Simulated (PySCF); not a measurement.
C4H9NSi2.
Geometry (PBE0-D3(BJ)/def2-SVP, Å), atoms numbered from 1 in this order:
```xyz
16
C4H9NSi2 angstrom
N     -3.610    1.494   -0.920
C     -2.653    0.888   -0.667
C     -1.469    0.164   -0.318
C     -1.405   -0.540    1.066
Si    -0.213    0.867    0.902
C      1.604    0.589    0.601
Si     2.059   -0.982   -0.341
H     -1.059   -0.416   -1.155
H     -2.290   -0.399    1.696
H     -1.067   -1.581    1.042
H     -0.595    2.147    1.546
H      2.117    0.570    1.579
H      2.007    1.457    0.051
H      1.512   -2.182    0.361
H      1.488   -0.937   -1.721
H      3.543   -1.111   -0.436
```

Level of theory: TDDFT PBE0/def2-SVPD, vertical, gas phase, core orbitals frozen in the response in PySCF 2.14.0, density-fitted response routines.

List the vertical singlet excitations with oscillator strengths and describe the spectrum.

| state | E (eV) | E (kJ/mol) | λ (nm) | f | main configurations (H = HOMO, L = LUMO) |
| --- | --- | --- | --- | --- | --- |
| S1 | 6.18 | 597 | 200.5 | 0.012 | H→L+2 (71%), H→L (10%), H→L+4 (8%) |
| S2 | 6.30 | 608 | 196.8 | 0.0022 | H→L+1 (84%), H→L (8%) |
| S3 | 6.35 | 613 | 195.2 | 0.156 | H→L (75%), H→L+1 (10%), H→L+2 (9%) |
| S4 | 6.75 | 651 | 183.7 | 0.0013 | H→L+3 (87%) |
| S5 | 6.95 | 670 | 178.5 | 0.023 | H-1→L (23%), H→L+4 (20%), H→L+2 (10%) |
| S6 | 7.03 | 679 | 176.2 | 0.013 | H-1→L (32%), H→L+5 (21%), H→L+4 (17%) |
| S7 | 7.16 | 690 | 173.3 | 0.0053 | H→L+5 (49%), H-1→L (17%), H-1→L+1 (8%) |
| S8 | 7.35 | 709 | 168.7 | 0.0039 | H→L+4 (37%), H→L+6 (22%), H→L+7 (19%) |
| S9 | 7.46 | 720 | 166.2 | 0.028 | H-1→L+1 (48%), H-1→L (16%), H-1→L+2 (16%) |
| S10 | 7.56 | 730 | 163.9 | 0.053 | H-1→L+2 (37%), H-1→L+1 (26%), H→L+5 (10%) |

Triplets, Tamm–Dancoff:

```csv
state,E (eV),λ (nm),"main configurations (H = HOMO, L = LUMO)"
T1,5.12,242.1,"H→L (78%), H→L+1 (11%)"
T2,5.82,213.0,"H→L+1 (24%), H→L+5 (16%), H→L (10%)"
T3,5.90,210.0,"H→L+2 (56%), H→L+4 (15%)"
T4,6.20,200.1,"H→L+1 (29%), H-1→L+2 (11%)"
```

The lowest singlet comes at 201 nm (597 kJ/mol) in the ultraviolet; it is weak; its leading configuration is HOMO→LUMO+2 (71%). The most intense listed level is S3 at 6.35 eV (195 nm, f = 0.156), 0.17 eV above S1. Löwdin shares by element: HOMO carbon 40% or more, silicon 21% or more, nitrogen 16% (atoms not listed hold the other 23%); LUMO silicon 33% or more, carbon 20% or more, hydrogen 10% or more (atoms not listed hold the other 36%). Of the 10 states listed, 6 reach f = 0.01 and none stays under 0.0005. The listed states span 1.38 eV, and the widest gap between neighbours is 0.40 eV (S3 to S4). The oscillator strengths of these states sum to 0.298; summed over the whole spectrum of an exact calculation they would give the number of electrons, 68 (Thomas–Reiche–Kuhn). The vertical ionisation energy (ΔSCF) is 9.24 eV, 1.68 eV above S10. Only the lowest 10 singlets were computed, as vertical energies without vibronic structure.

One conformer stands for the species.
